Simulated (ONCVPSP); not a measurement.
## Reading a pseudo-wave (oxygen)

Columns: radius, all-electron u(r) and pseudo u(r) of the 1s shell (level -531.61 eV) of oxygen in the configuration 1s2 2s2 2p3; PBEsol, scalar-relativistic, ONCV scheme, ONCVPSP 4.0.1.

| r (bohr) | all-electron | pseudo |
| --- | --- | --- |
| 0.080 | 1.8270 | 1.6162 |
| 0.160 | 1.9659 | 2.0934 |
| 0.240 | 1.6080 | 1.6984 |
| 0.320 | 1.1806 | 1.1892 |
| 0.400 | 0.8195 | 0.8191 |
| 0.480 | 0.5503 | 0.5500 |
| 0.560 | 0.3616 | 0.3614 |
| 0.640 | 0.2341 | 0.2339 |
| 0.720 | 0.1498 | 0.1497 |
| 0.800 | 0.0950 | 0.0949 |
| 0.880 | 0.0599 | 0.0598 |
| 0.960 | 0.0375 | 0.0375 |
| 1.040 | 0.0235 | 0.0234 |
| 1.120 | 0.0146 | 0.0146 |
| 1.200 | 0.0091 | 0.0090 |
| 1.280 | 0.0056 | 0.0056 |
| 1.360 | 0.0035 | 0.0035 |
| 1.440 | 0.0021 | 0.0021 |
| 1.520 | 0.0013 | 0.0013 |
| 1.600 | 0.0008 | 0.0008 |
| 1.680 | 0.0005 | 0.0005 |
| 1.760 | 0.0003 | 0.0003 |
| 1.840 | 0.0002 | 0.0002 |
| 1.920 | 0.0001 | 0.0001 |
| 2.000 | 0.0001 | 0.0001 |
| 2.080 | 0.0000 | 0.0000 |

(1) How many radial nodes do the two functions have?

(2) At about which radius was the pseudo-wave matched?

(3) Is the pseudo-wave norm-conserving?

Answers

(1) The all-electron 1s function has n − l − 1 = 0; the pseudo-wave has 0.

(2) 0.40 bohr, where the columns begin to agree (steps of 0.08 bohr).

(3) Yes: the ONCV scheme keeps the norm inside the radius equal to the all-electron one, which fixes the energy derivative of the logarithmic derivative at the level.
